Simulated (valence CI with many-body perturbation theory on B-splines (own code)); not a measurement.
# Pd32+: electric-dipole lines

Level of theory: relativistic CI+MBPT: four valence electrons over a frozen Dirac-Fock core [Ne], a basis of 11 s, 11 p, 10 d, 8 f, 5 g, 2 h functions for each j, with the one-electron correlation potential Σ1 (screened to all orders), the two-electron term Σ2, the three-electron term Σ3, Breit, model QED; selected single and double excitations, second order for the rest, scaled by the run's own slope (own B-spline code, finite nucleus).

No measured spectrum was set against this ion. As an estimate, large intervals hold to a few tenths of a per cent, small ones and those within an open d or f shell to about a per cent. Among the levels kept, up to 700 cm⁻¹ of a level comes from second order outside the variational space, and about a tenth of that is noise between levels of different J, which matters for small intervals.

Lines 151 to 200 of 544 in falling wavelength, among levels below 450.79 eV, chosen from the strongest by gf and those to the six lowest levels. Wavelengths and rates use the calculated energies. Electric multipoles are in the length gauge with retardation, E1 and E2 with the static RPA response of the core. Weak lines are less certain than strong ones. Lines between different terms over intervals too small for the method are left out, as are lines whose strength nearly cancels. Where a level lies close to another of its J and parity, the split of strength between their lines is uncertain. The highest levels of a list are the least certain.

Levels are named by their leading jj configuration (3d3/2^4 stands for four electrons in 3d with j = 3/2), which in mixed levels can hold well under half, so a name can repeat and another be missing. Letters in brackets count levels of one name in rising energy.

```
λ vac (Å)                           Upper                           Lower   A (s⁻¹)  S (a.u.) with core polarisation  S without
    93.84  (3s 3p1/2 3p3/2 3d5/2) J=2 [a]      (3s 3p1/2 3p3/2^2) J=2 [a]  2.15e+10                         4.39e-02   4.48e-02
    93.81          (3s^2 3p3/2 3d3/2) J=3              (3s^2 3p3/2^2) J=2  1.10e+10                         3.13e-02   3.20e-02
    93.73  (3s 3p1/2 3d3/2 3d5/2) J=4 [b]  (3s 3p1/2 3p3/2 3d3/2) J=3 [b]  8.96e+10                         3.28e-01   3.35e-01
    93.69              (3s^2 3d5/2^2) J=2          (3s^2 3p3/2 3d5/2) J=1  1.40e+10                         2.84e-02   2.90e-02
    93.68  (3s 3p3/2 3d3/2 3d5/2) J=2 [b]      (3s 3p3/2^2 3d3/2) J=3 [a]  1.47e+10                         2.98e-02   3.04e-02
    93.63      (3s 3p3/2^2 3d5/2) J=2 [b]                (3s 3p3/2^3) J=1  4.31e+10                         8.74e-02   8.93e-02
    93.44  (3s 3p3/2 3d3/2 3d5/2) J=4 [c]      (3s 3p3/2^2 3d3/2) J=3 [a]  8.87e+09                         3.21e-02   3.29e-02
    93.36  (3s 3p1/2 3p3/2 3d5/2) J=3 [a]      (3s 3p1/2 3p3/2^2) J=2 [a]  1.67e+10                         4.70e-02   4.80e-02
    93.36   (3p1/2 3p3/2^2 3d5/2) J=2 [a]  (3s 3p1/2 3p3/2 3d5/2) J=2 [b]  2.58e+10                         5.18e-02   5.30e-02
    93.27          (3s 3p1/2^2 3d5/2) J=3          (3s 3p1/2^2 3p3/2) J=2  1.80e+10                         5.03e-02   5.14e-02
    93.25          (3s 3p1/2 3d5/2^2) J=3  (3s 3p1/2 3p3/2 3d5/2) J=4 [c]  1.60e+10                         4.47e-02   4.57e-02
    93.19   (3p1/2 3p3/2^2 3d5/2) J=1 [c]  (3s 3p1/2 3p3/2 3d5/2) J=2 [b]  2.08e+10                         2.50e-02   2.55e-02
    93.06   (3p1/2 3p3/2^2 3d3/2) J=2 [a]  (3s 3p1/2 3p3/2 3d3/2) J=1 [a]  3.41e+10                         6.78e-02   6.93e-02
    93.00       (3p1/2^2 3p3/2 3d5/2) J=4          (3s 3p1/2^2 3d5/2) J=3  2.69e+10                         9.61e-02   9.83e-02
    92.97  (3s 3p1/2 3d3/2 3d5/2) J=3 [c]  (3s 3p1/2 3p3/2 3d3/2) J=2 [d]  1.74e+10                         4.82e-02   4.91e-02
    92.88          (3s^2 3p1/2 3d5/2) J=3          (3s^2 3p1/2 3p3/2) J=2  3.37e+10                         9.34e-02   9.53e-02
    92.82   (3p1/2 3p3/2^2 3d5/2) J=2 [d]      (3s 3p3/2^2 3d3/2) J=1 [a]  4.03e+10                         7.95e-02   8.13e-02
    92.70          (3s 3p3/2 3d5/2^2) J=4          (3s 3p3/2^2 3d5/2) J=5  6.37e+10                         2.25e-01   2.30e-01
    92.70  (3s 3p3/2 3d3/2 3d5/2) J=3 [c]  (3s 3p1/2 3p3/2 3d5/2) J=3 [e]  2.35e+10                         6.48e-02   6.62e-02
    92.69   (3p1/2 3p3/2^2 3d5/2) J=3 [b]  (3s 3p1/2 3p3/2 3d5/2) J=4 [d]  2.57e+10                         7.08e-02   7.24e-02
    92.68  (3s 3p1/2 3d3/2 3d5/2) J=4 [a]  (3s 3p1/2 3p3/2 3d3/2) J=3 [a]  2.79e+10                         9.86e-02   1.01e-01
    92.60  (3s 3p3/2 3d3/2 3d5/2) J=3 [b]  (3s 3p1/2 3p3/2 3d5/2) J=2 [c]  1.79e+10                         4.90e-02   5.01e-02
    92.36  (3s 3p3/2 3d3/2 3d5/2) J=2 [d]      (3s 3p3/2^2 3d3/2) J=2 [a]  2.36e+10                         4.58e-02   4.68e-02
    92.27  (3s 3p1/2 3d3/2 3d5/2) J=3 [a]  (3s 3p1/2 3p3/2 3d3/2) J=2 [a]  1.19e+10                         3.24e-02   3.30e-02
    92.26  (3s 3p1/2 3d3/2 3d5/2) J=5 [a]  (3s 3p1/2 3p3/2 3d5/2) J=4 [b]  2.77e+10                         1.18e-01   1.21e-01
    92.22      (3s 3p3/2^2 3d3/2) J=2 [b]          (3s^2 3p3/2 3d3/2) J=3  3.88e+10                         7.52e-02   7.69e-02
    92.03      (3s 3p3/2^2 3d5/2) J=3 [c]          (3s^2 3p3/2 3d5/2) J=3  1.30e+11                         3.50e-01   3.58e-01
    92.02  (3s 3p3/2 3d3/2 3d5/2) J=3 [d]      (3s 3p3/2^2 3d3/2) J=3 [a]  1.36e+10                         3.66e-02   3.74e-02
    92.00      (3s 3p1/2 3p3/2^2) J=2 [b]          (3s^2 3p1/2 3p3/2) J=1  1.95e+10                         3.75e-02   3.83e-02
    91.93   (3p1/2 3p3/2^2 3d5/2) J=2 [d]  (3s 3p1/2 3p3/2 3d5/2) J=2 [d]  8.89e+10                         1.70e-01   1.74e-01
    91.93   (3p1/2 3p3/2^2 3d5/2) J=4 [b]  (3s 3p1/2 3p3/2 3d5/2) J=3 [a]  3.26e+10                         1.13e-01   1.15e-01
    91.92          (3s 3p1/2 3d5/2^2) J=5      (3s 3p1/2 3p3/2 3d5/2) J=5  2.34e+10                         9.87e-02   1.01e-01
    91.90  (3s 3p3/2 3d3/2 3d5/2) J=3 [b]  (3s 3p1/2 3p3/2 3d3/2) J=2 [e]  9.82e+09                         2.63e-02   2.69e-02
    91.85   (3p1/2 3p3/2^2 3d5/2) J=4 [b]      (3s 3p1/2 3p3/2 3d5/2) J=5  8.52e+09                         2.93e-02   3.00e-02
    91.82  (3s 3p3/2 3d3/2 3d5/2) J=3 [c]      (3s 3p3/2^2 3d5/2) J=4 [a]  1.43e+10                         3.82e-02   3.90e-02
    91.67  (3s 3p1/2 3d3/2 3d5/2) J=4 [c]  (3s 3p1/2 3p3/2 3d5/2) J=3 [c]  3.77e+10                         1.29e-01   1.32e-01
    91.67   (3p1/2 3p3/2^2 3d5/2) J=3 [a]  (3s 3p1/2 3p3/2 3d5/2) J=4 [a]  2.46e+10                         6.56e-02   6.71e-02
    91.59   (3p1/2 3p3/2^2 3d5/2) J=3 [c]  (3s 3p1/2 3p3/2 3d5/2) J=4 [d]  4.19e+10                         1.11e-01   1.14e-01
    91.55          (3s^2 3p1/2 3d3/2) J=1          (3s^2 3p1/2 3p3/2) J=2  5.66e+10                         6.43e-02   6.58e-02
    91.51      (3s 3p3/2^2 3d5/2) J=3 [b]          (3s^2 3p3/2 3d3/2) J=2  2.17e+10                         5.75e-02   5.88e-02
    91.48       (3p1/2^2 3p3/2 3d3/2) J=3          (3s 3p1/2^2 3d3/2) J=2  3.14e+10                         8.31e-02   8.50e-02
    91.43      (3s 3p3/2^2 3d3/2) J=2 [b]          (3s^2 3p3/2 3d3/2) J=2  1.46e+10                         2.75e-02   2.81e-02
    91.40   (3p1/2 3p3/2^2 3d3/2) J=1 [a]  (3s 3p1/2 3p3/2 3d3/2) J=0 [a]  3.47e+10                         3.92e-02   4.01e-02
    91.40  (3s 3p1/2 3p3/2 3d3/2) J=2 [b]          (3s 3p1/2^2 3p3/2) J=1  3.55e+10                         6.68e-02   6.83e-02
    91.38          (3s^2 3d3/2 3d5/2) J=4          (3s^2 3p3/2 3d5/2) J=3  1.88e+11                         6.36e-01   6.50e-01
    91.36  (3s 3p3/2 3d3/2 3d5/2) J=2 [c]      (3s 3p3/2^2 3d3/2) J=1 [a]  1.54e+10                         2.90e-02   2.96e-02
    91.33   (3p1/2 3p3/2^2 3d5/2) J=4 [a]  (3s 3p1/2 3p3/2 3d5/2) J=4 [b]  1.32e+10                         4.48e-02   4.58e-02
    91.29  (3s 3p3/2 3d3/2 3d5/2) J=1 [b]  (3s 3p1/2 3p3/2 3d5/2) J=2 [e]  2.51e+10                         2.83e-02   2.89e-02
    91.20       (3p1/2^2 3p3/2 3d5/2) J=2           (3p1/2^2 3p3/2^2) J=2  3.15e+10                         5.90e-02   6.03e-02
    91.19  (3s 3p1/2 3d3/2 3d5/2) J=5 [b]  (3s 3p1/2 3p3/2 3d5/2) J=4 [c]  1.96e+10                         8.05e-02   8.22e-02
```
